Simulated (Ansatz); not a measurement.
One change: `[CH3][GeH]([NH2])[Cl]` becomes `[CH3][GeH]([NH2])[F]`.

Ansatz, PBE0-D4/def2-TZVP geometries, multiplicity 1. Each molecule was computed in one conformer, which needn't be the lowest.

Scalar relativity is left out up to krypton.

| property | `[CH3][GeH]([NH2])[Cl]` |
| --- | --- |
| size of the dipole moment (B3LYP/def2-TZVPP) / D | 1.87 |
| LUMO energy (PBE/def2-TZVPP) / eV | -0.35 |
| HOMO–LUMO gap (ωB97M-V/def2-TZVPP) / eV | 12.24 |
| HOMO–LUMO gap (PBE0/def2-TZVPP) / eV | 8.36 |
| zero-point energy (PBE0-D4/def2-TZVP) / kJ/mol | 189.7 |
| size of the dipole moment (PBE/def2-TZVPP) / D | 1.89 |

(1) What does the change do to each property? (Estimate.)

## Answers

(1) The calculation gave: 
| property | `[CH3][GeH]([NH2])[F]` | shift |
| --- | --- | --- |
| size of the dipole moment (B3LYP/def2-TZVPP) / D | 1.78 | -0.09 |
| LUMO energy (PBE/def2-TZVPP) / eV | -0.09 | 0.26 |
| HOMO–LUMO gap (ωB97M-V/def2-TZVPP) / eV | 12.49 | 0.25 |
| HOMO–LUMO gap (PBE0/def2-TZVPP) / eV | 8.61 | 0.25 |
| zero-point energy (PBE0-D4/def2-TZVP) / kJ/mol | 191.6 | 1.9 |
| size of the dipole moment (PBE/def2-TZVPP) / D | 1.73 | -0.16 |

With PBE0 the HOMO falls by 0.09 eV and the LUMO rises by 0.16 eV, so the gap widens by about 0.25 eV. PBE moves the HOMO by -0.02 eV and ωB97M-V by -0.18 eV. Dipoles are sizes alone; their direction can turn.

B3LYP here is the variant with VWN-RPA as its local correlation; programs differ in this.
